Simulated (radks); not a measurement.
Removal energies from the osmium ion Os4+, [Xe] 4f14 5d4, by Delta-SCF beside the eigenvalue of the level emptied. Method: scalar-relativistic Kohn-Sham, r2SCAN, spin-polarised, spherical densities, finite nucleus; meta-GGA in the generalised Kohn-Sham scheme; Fermi nuclear charge, rms radius of each element as measured or else 0.836 A^(1/3) + 0.57 fm; computed with a radial shooting solver on a logarithmic mesh with Libxc functionals. Open shells are filled with parallel spins first.

removed from         final configuration  Delta-SCF (eV)  -eigenvalue (eV)
5d                         [Xe] 4f14 5d3          56.717            49.886
5p            [Kr] 4d10 4f14 5s2 5p5 5d4          102.98            95.085
4f                         [Xe] 4f13 5d4          111.50            98.174
5s            [Kr] 4d10 4f14 5s1 5p6 5d4          146.03            137.53
